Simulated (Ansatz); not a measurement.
Basis-set series for `OC(c1ccsc1)(C(F)(F)F)C(F)(F)F`. The species carries charge 0 and has multiplicity 1. The structure was optimised at the PBE0-D4/def2-TZVP level. It is one conformer, not always the lowest.

| functional | basis | functions | energy (Eh) | HOMO (eV) | LUMO (eV) |
| --- | --- | --- | --- | --- | --- |
| PBE0-D4 | def2-TZVPP | 532 | -1340.97688 | -7.46 | -0.94 |
| PBE0-D4 | def2-QZVPP | 988 | -1341.03518 | -7.49 | -0.98 |
| ωB97M-V | def2-TZVPP | 532 | -1341.79751 | -9.60 | 1.11 |
| ωB97M-V | def2-QZVPP | 988 | -1341.85188 | -9.63 | 1.03 |

Question: Give the rows for def2-SVP. (An estimate is asked.)

Answer: Ansatz gave: 
```
functional     basis  functions  energy (Eh)  HOMO (eV)  LUMO (eV)
   PBE0-D4  def2-SVP        234  -1339.73553      -7.45      -0.82
   ωB97M-V  def2-SVP        234  -1340.53363      -9.57       1.31
```

Positive LUMOs are unbound and depend on the basis.
